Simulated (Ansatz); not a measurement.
`C[Si](C)(C)[Si](C)(C)[Si](C)(C)C`. Total charge 0; singlet. Geometry PBE-D4/def2-SVP, basis def2-TZVP, Ansatz.

```tsv
run	HOMO (eV)	LUMO (eV)
A	-5.47	-0.39
B	-5.43	-0.27
C	-6.37	0.15
D	-5.67	-0.10
E	-6.52	0.38
```

B3LYP takes the VWN-RPA correlation. Single mean-field runs in def2-TZVP are fitted with def2-universal-jkfit.

Q: The runs used B3LYP, PBE, PBE0, r2SCAN, revPBE. Estimate which is which.

A: A PBE (0 % exact exchange); B revPBE (0 % exact exchange); C B3LYP (20 % exact exchange); D r2SCAN (0 % exact exchange); E PBE0 (25 % exact exchange). Exact exchange lowers occupied and raises empty levels; among semilocal functionals meta-GGAs tend to open the gap a little, and such runs are hard to tell apart. The gap grows from 5.07 eV (PBE) to 6.90 eV (PBE0).
